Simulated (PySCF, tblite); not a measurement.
One entry of a table of gas-phase calculations, keyed by method. Lists by class give the value and the number of equivalent atoms.

```json
{
 "formula": "C4H4F2O2",
 "smiles": "O=C1OC[C@@H]1C(F)F",
 "inchi": "InChI=1S/C4H4F2O2/c5-3(6)2-1-8-4(2)7/h2-3H,1H2/t2-/m1/s1",
 "charge": 0,
 "multiplicity": 1,
 "geometry_level": "GFN2-xTB",
 "atoms_angstrom": [
  ["O", -0.96, 1.904, -1.335],
  ["C", -0.945, 0.962, -0.617],
  ["O", -1.786, 0.593, 0.368],
  ["C", -1.008, -0.573, 0.702],
  ["C", -0.027, -0.254, -0.44],
  ["C", 1.418, 0.044, -0.077],
  ["F", 1.499, 0.737, 1.08],
  ["F", 2.104, -1.107, 0.126],
  ["H", -1.592, -1.486, 0.597],
  ["H", -0.595, -0.49, 1.708],
  ["H", -0.043, -0.95, -1.279],
  ["H", 1.936, 0.619, -0.86]
 ],
 "electronic_structure_code": "PySCF",
 "results": {
  "GFN2-xTB geometry": {
   "point_group": "C1",
   "rotational_constants_GHz": [3.726, 1.503, 1.347]
  },
  "PBE0/pcSseg-1 ground state and GIAO shieldings, non-relativistic": {
   "dipole_D": 3.01,
   "homo_eV": -8.6,
   "lumo_eV": -0.28,
   "shift_vs_computed_TMS_C_by_class_ppm": [
    [168.3, 1],
    [118.5, 1],
    [61.6, 1],
    [59.3, 1]
   ],
   "shift_vs_computed_TMS_H_by_class_ppm": [
    [6.52, 1],
    [4.75, 1],
    [4.36, 1],
    [3.93, 1]
   ],
   "shielding_other_nuclei_by_class_ppm": [
    ["O", -98.1, 1],
    ["O", 50.6, 1],
    ["F", 311.2, 1],
    ["F", 318.1, 1]
   ],
   "charges_hirshfeld_e_by_atom": [-0.25, 0.21, -0.11, 0.01, -0.06, 0.15, -0.09, -0.11, 0.06, 0.05, 0.07, 0.06]
  },
  "GFN2-xTB harmonic vibrations, gas phase": {
   "strongest_ir_bands_cm-1_km_per_mol_modes": [
    [1028.9, 169.1, 1],
    [1076.5, 121.3, 1],
    [1089.1, 152.3, 1],
    [1141.7, 89.2, 1],
    [1263.2, 64.3, 1],
    [1903.9, 677.3, 1]
   ],
   "zpe_kcal_per_mol": 49.4
  }
 }
}
```

The zero-point energy, half the sum of the 30 harmonic wavenumbers, equals 17280 cm⁻¹ or 207 kJ/mol. With B = h/(8π²I), that is 505.379 GHz u Å² over I, the principal moments of inertia are 135.6, 336.1 and 375.2 u Å² (most abundant isotopes); the inertial defect Ic − Ia − Ib is -96.5 u Å² (zero for a rigid planar frame, negative otherwise).

The values belong to the conformer `[O:1]=[C:2]1[O:3][CH2:4][C@@H:5]1[CH:6]([F:7])[F:8]`: C4–C5–C6–F7 -37°.
